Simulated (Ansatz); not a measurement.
`F[SiH]1BC1` + H₂Se → `[SeH][SiH]1BC1` + H–F at 298.15 K and 1 bar (ligand exchange at the Si–F bond).

Computed with Ansatz on PBE0-D4/def2-TZVP structures; ΔE is electronic, products minus reactants. CCSD(T)/CBS adds triple-zeta CCSD(T) − MP2 to the extrapolated MP2 energy (def2 sets, frozen cores). This one scheme is used for every species. For Se outer-core shells are correlated without core-valence functions, which leaves a few kJ/mol of doubt a bond. Scalar relativity is left out up to krypton. One conformer a species, not always the lowest.

```tsv
species	CCSD(T)/CBS energy (Eh)	H − E (kJ/mol)	S (J/(mol·K))
`F[SiH]1BC1`	-454.11214	144.6	296.5
H₂Se	-2401.89790	45.8	219.1
`[SeH][SiH]1BC1`	-2755.59871	163.7	336.7
H–F	-100.39570	33.5	173.6
```

H − E and S are ideal-gas, rigid-rotor, harmonic terms from PBE0-D4/def2-TZVP, for one conformer and one mirror image of each species. 1 Eh = 2625.50 kJ/mol, R = 8.31446 J/(mol·K).

**Question.** By hand: ΔE, ΔH, ΔS and ΔG.

**Answer.** ΔE = (-2755.59871) + (-100.39570) − (-454.11214) − (-2401.89790) = 0.01563 Eh = 41.0 kJ/mol. Δ(H − E) = 163.7 + 33.5 − 144.6 − 45.8 = 6.8, so ΔH = 47.8 kJ/mol. ΔS = 336.7 + 173.6 − 296.5 − 219.1 = -5.3 J/(mol·K). ΔG = 47.8 − 298.15 × (-5.3)/1000 = 49.4 kJ/mol.

**Question.** By hand: the equilibrium constant, and the temperature at which ΔG would vanish if ΔH and ΔS stayed fixed.

**Answer.** log₁₀ K = −ΔG/(RT ln 10) = -8.7. ΔH and −TΔS have one sign here, so there is no such temperature.

The number of gas molecules stays the same, so ΔS is small and ΔH decides. A doubt of 5 kJ/mol in ΔE shifts log₁₀ K by 0.9 here. Other conformers and mirror images would add mixing entropy, several J/(mol·K) or more a flexible species. These are equilibria of isolated gas molecules and say nothing of rates. Largest T1 diagnostic: 0.014 (customary marks: 0.02 for closed shells, 0.045 for open ones).

ΔS is within the doubt of such terms, so its sign, and with it that verdict, could turn.
